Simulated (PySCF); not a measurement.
methanethiol (CH₄S), singlet, geometry from GFN2-xTB, with bond 3-2 at 2.0 times its length; PySCF with B3LYP/6-31G.

Here is a job for PySCF.
```python
from pyscf import gto, scf, dft

mol = gto.M(
    atom='''
C    -0.059275    1.156018    0.011080
S    -0.042901   -0.665262   -0.006996
H     2.606688   -0.928947    0.011692
H    -1.103113    1.452306    0.005641
H     0.424446    1.517500    0.913197
H     0.438843    1.535384   -0.875729
''',
    basis='6-31g',
    charge=0,
    spin=0,
    verbose=4,
)

mf = dft.RKS(mol)
mf.xc = 'b3lyp'
mf.diis = False
mf.damp = 0.3
mf.diis_start_cycle = 200
mf.max_cycle = 150
mf.kernel()
mf.analyze()
```

### Question
Predict the main parts of the log of this PySCF run.

### Answer

```
PySCF version 2.14.0

[INPUT] verbose = 4
[INPUT] num. atoms = 6
[INPUT] num. electrons = 26
[INPUT] charge = 0
[INPUT] spin (= nelec alpha-beta = 2S) = 0
[INPUT] symmetry False subgroup None
[INPUT] Mole.unit = angstrom
[INPUT] Symbol           X                Y                Z      unit          X                Y                Z       unit  Magmom
[...]
nuclear repulsion = 52.6950826620607
number of shells = 20
number of NR pGTOs = 84
number of NR cGTOs = 30
basis = 6-31g
ecp = {}

******** <class 'pyscf.dft.rks.RKS'> ********
method = RKS
initial guess = minao
damping factor = 0.3
level_shift factor = 0
DIIS disabled
SCF conv_tol = 1e-09
SCF conv_tol_grad = None
SCF max_cycles = 150
direct_scf = True
direct_scf_tol = 1e-13
XC library pyscf.dft.libxc version 7.1.2
    S. Lehtola, C. Steigemann, M. J. T. Oliveira, and M. A. L. Marques,  SoftwareX 7, 1–5 (2018)
XC functionals = b3lyp
    P. J. Stephens, F. J. Devlin, C. F. Chabalowski, and M. J. Frisch,  J. Phys. Chem. 98, 11623 (1994)
radial grids:
    Treutler-Ahlrichs [JCP 102, 346 (1995); DOI:10.1063/1.469408] (M4) radial grids

becke partition: Becke, JCP 88, 2547 (1988); DOI:10.1063/1.454033
pruning grids: <function nwchem_prune>
grids dens level: 3
symmetrized grids: False
atomic radii adjust function: <function treutler_atomic_radii_adjust>
small_rho_cutoff = 0
Set gradient conv threshold to 3.16228e-05
Initial guess from minao.
tot grids = 72232
init E= -438.438911689498
[...]
cycle= 1 E= -438.40716699289  delta_E= 0.0317  |g|= 0.397  |ddm|= 2.07
[...]
cycle= 2 E= -438.223938796615  delta_E= 0.183  |g|= 0.636  |ddm|= 1.69
[...]
cycle= 3 E= -438.131360530311  delta_E= 0.0926  |g|= 0.693  |ddm|= 2.26
[...]
cycle= 4 E= -438.094665306956  delta_E= 0.0367  |g|= 0.805  |ddm|= 2.53
[...]
cycle= 5 E= -438.073408863236  delta_E= 0.0213  |g|= 0.77  |ddm|= 2.65
[...]
cycle= 6 E= -438.071132315435  delta_E= 0.00228  |g|= 0.837  |ddm|= 2.71
[...]
cycle= 7 E= -438.059684352682  delta_E= 0.0114  |g|= 0.79  |ddm|= 2.73
[...]
cycle= 8 E= -438.063555490516  delta_E= -0.00387  |g|= 0.847  |ddm|= 2.75
[...]
cycle= 9 E= -438.054823854181  delta_E= 0.00873  |g|= 0.798  |ddm|= 2.76
[...]
cycle= 10 E= -438.060588122542  delta_E= -0.00576  |g|= 0.852  |ddm|= 2.76
[...]
cycle= 11 E= -438.052884279382  delta_E= 0.0077  |g|= 0.801  |ddm|= 2.77
[...]
cycle= 12 E= -438.059369061528  delta_E= -0.00648  |g|= 0.853  |ddm|= 2.77
[...]
cycle= 13 E= -438.052086512159  delta_E= 0.00728  |g|= 0.802  |ddm|= 2.77
[...]
[...]
[...]
cycle= 131 E= -438.051520423725  delta_E= 0.00698  |g|= 0.803  |ddm|= 2.77
[...]
cycle= 132 E= -438.058503419171  delta_E= -0.00698  |g|= 0.855  |ddm|= 2.77
[...]
cycle= 133 E= -438.051520423725  delta_E= 0.00698  |g|= 0.803  |ddm|= 2.77
[...]
cycle= 134 E= -438.058503419171  delta_E= -0.00698  |g|= 0.855  |ddm|= 2.77
[...]
cycle= 135 E= -438.051520423725  delta_E= 0.00698  |g|= 0.803  |ddm|= 2.77
[...]
cycle= 136 E= -438.058503419171  delta_E= -0.00698  |g|= 0.855  |ddm|= 2.77
[...]
cycle= 137 E= -438.051520423725  delta_E= 0.00698  |g|= 0.803  |ddm|= 2.77
[...]
cycle= 138 E= -438.058503419171  delta_E= -0.00698  |g|= 0.855  |ddm|= 2.77
[...]
cycle= 139 E= -438.051520423725  delta_E= 0.00698  |g|= 0.803  |ddm|= 2.77
[...]
cycle= 140 E= -438.058503419171  delta_E= -0.00698  |g|= 0.855  |ddm|= 2.77
[...]
cycle= 141 E= -438.051520423725  delta_E= 0.00698  |g|= 0.803  |ddm|= 2.77
[...]
cycle= 142 E= -438.05850341917  delta_E= -0.00698  |g|= 0.855  |ddm|= 2.77
[...]
cycle= 143 E= -438.051520423725  delta_E= 0.00698  |g|= 0.803  |ddm|= 2.77
[...]
cycle= 144 E= -438.058503419171  delta_E= -0.00698  |g|= 0.855  |ddm|= 2.77
[...]
cycle= 145 E= -438.051520423725  delta_E= 0.00698  |g|= 0.803  |ddm|= 2.77
[...]
cycle= 146 E= -438.058503419171  delta_E= -0.00698  |g|= 0.855  |ddm|= 2.77
[...]
cycle= 147 E= -438.051520423725  delta_E= 0.00698  |g|= 0.803  |ddm|= 2.77
[...]
cycle= 148 E= -438.058503419171  delta_E= -0.00698  |g|= 0.855  |ddm|= 2.77
[...]
cycle= 149 E= -438.051520423725  delta_E= 0.00698  |g|= 0.803  |ddm|= 2.77
[...]
cycle= 150 E= -438.058503419171  delta_E= -0.00698  |g|= 0.855  |ddm|= 2.77
SCF not converged.
SCF energy = -438.058503419171
**** SCF Summaries ****
Total Energy =                        -438.058503419171188
Nuclear Repulsion Energy =              52.695082662060727
One-electron Energy =                 -698.672998648567159
Two-electron Energy =                  207.919412567335229
Two-electron Coulomb Energy =          240.116178975844207
DFT Exchange-Correlation Energy =      -32.196766408508978
HOMO-LUMO gap [eV] =                     0.381332513145580
**** MO energy ****
[...]
 ** Mulliken pop on meta-lowdin orthogonal AOs  **
 ** Mulliken pop  **
[...]
 ** Mulliken atomic charges  **
charge of    0C =     -0.55643
charge of    1S =      1.11090
charge of    2H =     -0.91237
charge of    3H =      0.16002
charge of    4H =      0.09894
charge of    5H =      0.09894
Dipole moment(X, Y, Z, Debye): -12.89893,  1.03209, -0.09349
```

The run did not converge; its last values are not results.
